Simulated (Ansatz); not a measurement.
```
atom   x (Å)   y (Å)    z (Å)
   C  0.0000  0.0000  -0.5274
   N  0.0000  0.0000   0.5274
```

Basis set: 6-31G (spherical functions). Correlated methods keep 2 orbitals frozen. Correlation on ROHF uses semicanonical orbitals with singles. Charge 0, multiplicity 2.

Computed with Ansatz (development build ahead of 0.2.0); the reference of a correlated method needn't be the lowest determinant of its kind.

(1) Give the atomization energy at this shape (free ground-state atoms in the same class of orbitals less the molecule, no zero-point energy) of doublet CN by UHF-BCCD(T), ROHF-CCSD(T).

## Answers

(1)

| method | atomization energy |
| --- | --- |
| UHF-BCCD(T) | 4.73 eV |
| ROHF-CCSD(T) | 4.73 eV |

Caution: the reference determinant was not shown to be the lowest; the shape is not the minimum.

This basis has no polarisation functions and is too small for such energies, which can lie far from measured ones in either direction.
